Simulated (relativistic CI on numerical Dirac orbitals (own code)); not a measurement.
# Hyperfine structure of Eu7+, mass number 153

Computed by Dirac-Coulomb-Breit CI, orbitals from a KLI potential per configuration, QED by a radiative potential, unscaled Slater integrals (own radial code, finite nucleus).

Configuration list (outside the closed core [Kr] 4d10): 4f⁵5s²5p³, 4f⁴5s5p⁵. The list is cut by size and lacks configurations that can hold low levels.

Nuclear spin I = 5/2, μ = 1.5294 μN, Q = 2.41 b (tables of Stone and Pyykkö). The electronic factors are computed for point nuclear moments, without core polarisation or the Bohr-Weisskopf and QED corrections.

| Level | E (eV) | A (MHz) | B (MHz) |
| --- | --- | --- | --- |
| 4f⁵5s²5p³ ⁹H1 | 0.0000 | 507.7 | 594 |
| 4f⁵5s²5p³ ⁹H2 | 0.0965 | 332.4 | -2020 |
| 4f⁵5s²5p³ ⁹H3 | 0.2278 | 298 | -2750 |
| 4f⁵5s²5p³ ⁹H4 | 0.3828 | 295.4 | -2610 |
| 4f⁵5s²5p³ ⁹H5 | 0.5503 | 305.1 | -1910 |
| 4f⁵5s²5p³ ⁹H6 | 0.7180 | 323.6 | -797 |
| 4f⁵5s²5p³ ⁹H7 | 0.8711 | 352.6 | 654 |
| 4f⁵5s²5p³ ⁹H8 | 0.9959 | 392.8 | 2350 |

Levels with J = 0, under 50 % of one LS term, or S terms without an open s electron are left out. Small factors come from cancelling terms and can be off by tens of per cent or more.

At this charge configurations can still be misplaced by up to about 7 % of their energy. Terms inside the open d or f shell come out 10 to 20 % too wide with unscaled integrals. Levels and lines within the n = 5 or 6 shells can be off by up to 10 % or somewhat more, and those that change n by about 2 %, since core polarisation is missing.

Give the hyperfine levels of 4f⁵5s²5p³ ⁹H1 relative to its centre of gravity.

With K = F(F + 1) − I(I + 1) − J(J + 1), E = AK/2 + B[¾K(K + 1) − I(I + 1)J(J + 1)]/[2I(2I − 1)J(2J − 1)]: F = 3/2: -1361, F = 5/2: -982.7, F = 7/2: 1418 MHz.

LS names give the leading component of a level, which can be under half, so a name can repeat, a term be missing and a line seem to break the LS rules.
